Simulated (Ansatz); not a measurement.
The cluster CdF₂⁻. Charge -1, multiplicity 2. Geometry r2SCAN-D4/def2-TZVP, that of the neutral singlet; atoms count from 1.

```csv
atom,x (Å),y (Å),z (Å)
Cd1,0.0000,0.0002,0.0001
F2,-0.7729,0.5670,-1.6640
F3,0.7729,-0.5672,1.6639
```

In the def2 sets Cd takes a core potential; there is no spin–orbit coupling. The highest occupied level of the charge -1 doublet lies above zero (up to 1.26 eV). By energy differences its removal costs 0.56 eV (vertical, to the charge 0 singlet, at PBE0-D4/def2-TZVPD); a positive level beside a positive removal energy at the same level points to self-interaction error. The structure comes from a short search, and lower isomers may exist.

Estimate the Mulliken populations from the PBE0/def2-TZVPD orbitals of Ansatz.


```csv
atom,charge (e),spin (α − β),d electrons
Cd1,-0.17,1.44,9.98
F2,-0.41,-0.22,–
F3,-0.41,-0.22,–
```
Mulliken values and Mayer orders depend strongly on the basis. With diffuse functions, as here, like atoms can get unlike values, and bond orders can come out too low or too high.

Where does the spin sit?

Summed by element: Cd 1.44, F -0.44, of 1 unpaired in all. Largest on single atoms: Cd1 1.44, F2 -0.22, F3 -0.22.
